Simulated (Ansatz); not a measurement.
Start from `O=CCCBr` and change one atom or group to get `OBCCBr`.

Ansatz, PBE0-D4/def2-TZVP geometries, multiplicity 1. Each molecule was computed in one conformer, which needn't be the lowest.

Scalar relativity is left out up to krypton.

```json
{"property": "HOMO energy (B3LYP/def2-TZVPP) / eV", "`O=CCCBr`": "-7.42"}
{"property": "size of the dipole moment (PBE/def2-TZVPP) / D", "`O=CCCBr`": "3.26"}
{"property": "HOMO–LUMO gap (PBE/def2-TZVPP) / eV", "`O=CCCBr`": "3.86"}
{"property": "HOMO energy (ωB97M-V/def2-TZVPP) / eV", "`O=CCCBr`": "-10.03"}
{"property": "LUMO energy (ωB97M-V/def2-TZVPP) / eV", "`O=CCCBr`": "1.29"}
{"property": "LUMO energy (PBE0/def2-TZVPP) / eV", "`O=CCCBr`": "-1.00"}
```

Q: Give the same properties after the change, and the shifts. (Best estimate.)

A: Ansatz gave: 
| property | `OBCCBr` | shift |
| --- | --- | --- |
| HOMO energy (B3LYP/def2-TZVPP) / eV | -7.38 | 0.04 |
| size of the dipole moment (PBE/def2-TZVPP) / D | 2.47 | -0.79 |
| HOMO–LUMO gap (PBE/def2-TZVPP) / eV | 5.12 | 1.26 |
| HOMO energy (ωB97M-V/def2-TZVPP) / eV | -9.91 | 0.12 |
| LUMO energy (ωB97M-V/def2-TZVPP) / eV | 1.73 | 0.44 |
| LUMO energy (PBE0/def2-TZVPP) / eV | -0.22 | 0.78 |

Dipoles are sizes alone; their direction can turn.

B3LYP here is the variant with VWN-RPA as its local correlation; programs differ in this.

Spin–orbit coupling is left out; it splits and shifts lone-pair levels of the heavy atoms by tenths of an eV.
